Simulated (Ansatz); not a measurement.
Reactions of `OCB(O)O`.

Program: Ansatz. Geometries: PBE0-D4/def2-TZVP. ΔE: electronic, gas phase. CCSD(T)/CBS adds triple-zeta CCSD(T) − MP2 to the extrapolated MP2 energy (def2 sets, frozen cores). This one scheme is used for every species. Functionals use def2-TZVPP. B3LYP here is the variant with VWN-RPA as its local correlation; programs differ in this. For Se outer-core shells are correlated without core-valence functions, which leaves a few kJ/mol of doubt a bond. Scalar relativity is left out up to krypton. One conformer a species, not always the lowest.

```csv
reaction,B3LYP-D4 (kJ/mol),MP2/CBS(def2) (kJ/mol),PBE-D4 (kJ/mol),CCSD/CBS(def2) (kJ/mol),CCSD(T)/CBS(def2) (kJ/mol)
`OCB(O)O` + `CC[SeH]` → `CC[Se]B(O)O` + CH₃OH,-41,-51,-43,-41,-44
`OCB(O)O` + `O[Si](Cl)(Cl)Cl` → `OB(O)O[Si](Cl)(Cl)Cl` + CH₃OH,-115,-110,-101,-112,-110
`OCB(O)O` + `NCS` → `NCSCO` + `OBO`,23,22,18,30,26
`OCB(O)O` + `OB(O)O` → `OB(O)OB(O)O` + CH₃OH,-103,-99,-92,-101,-100
`OCB(O)O` + `NBCl` → `OCNBCl` + `OBO`,55,57,55,58,57
```

Largest T1 diagnostic: 0.013, for `OBO`.
